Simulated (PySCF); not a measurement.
## Worked example: oscillator strength and radiative lifetime

B(Cl)(Br)(OMe) (CH₃BBrClO), SMILES COB(Cl)Br.

Geometry: B3LYP-D3(BJ)/def2-SVP. The values are those of a single conformer.

TDA-LC-ωPBE/def2-SVPD (PySCF) puts the first singlet state with f over 0.02 at 7.72 eV (vertical), with the transition dipole (0.267, 0.685, -0.028) in atomic units.

Problem. Find the oscillator strength, the wavelength and the radiative lifetime that this transition would have in vacuum if emission retraced absorption.

Solution. 
|μ|² = 0.5413 au, so |μ| = 1.87 D. ΔE = 7.72/27.211 = 0.2837 hartree. f = (2/3) ΔE |μ|² = 0.102 (the program prints 0.102).
λ = 1239.84/7.72 = 161 nm; ν = 62266 cm⁻¹.
Einstein's coefficient A = 0.6670 ν² f s⁻¹ (ν in cm⁻¹) = 2.6e8 s⁻¹, so τ = 1/A = 3.8 ns. This state is S2; the lower singlet has f = 0.000. The figure is the radiative limit of this one transition; relaxation, internal conversion, crossing to triplets and a medium change what is measured.
